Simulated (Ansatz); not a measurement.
This geometry of AlH3O + H4OSn (11 atoms, charge 0, multiplicity 1) is a first-order saddle point.

The calculation used RKS B3LYP/def2-SVP in Ansatz.

```xyz
11
Properties=species:S:1:pos:R:3
Sn 0.187 -0.084 -0.153
O 0.050 0.018 2.063
H -0.807 0.321 2.397
H 1.851 0.289 -0.298
H -0.839 1.320 -0.204
H -0.416 -1.069 -1.444
O 0.279 -2.025 1.041
Al 0.523 -3.718 0.954
H 0.765 -4.374 -0.465
H 0.484 -4.550 2.300
H 0.125 -1.178 1.872
```

Which two structures does it join? (They come from a converged band through this point; their orientation in space is the band's.)

Bonds broken: Sn1–O2, O7–H11. Bonds formed: Sn1–O7, O2–H11. AlH3O + H4OSn becomes AlH5OSn + H2O.

Image 0:

```xyz
11
Properties=species:S:1:pos:R:3
Sn -0.062 0.572 -0.161
O -0.172 -0.078 1.760
H -0.997 0.170 2.201
H 1.604 0.518 -0.521
H -0.672 2.185 -0.115
H -1.055 -0.419 -1.146
O 0.702 -2.435 0.899
Al 0.800 -4.111 1.164
H 1.479 -4.959 0.017
H 0.215 -4.770 2.486
H 0.360 -1.721 1.479
```

Image 6:

```xyz
11
Properties=species:S:1:pos:R:3
Sn 0.157 -0.348 -0.434
O 0.250 0.176 2.525
H -0.654 0.266 2.855
H 1.567 0.594 -0.220
H -1.335 0.443 -0.142
H 0.134 -1.077 -2.003
O 0.250 -1.936 0.816
Al 0.450 -3.634 0.793
H 0.727 -4.384 -0.577
H 0.347 -4.382 2.184
H 0.309 -0.766 2.266
```

How far does it lie above each of them?

52.4 kJ/mol above the first and 61.1 kJ/mol above the second. This is the barrier of this one path; another mechanism may lie lower. The orbitals stay closed-shell, which can raise the energy where a bond breaks towards radicals; this wasn't checked here.

Time of the run: 6.4 min on 2 threads of Arm Neoverse V1, on a shared host, peak memory 0.26 GiB.
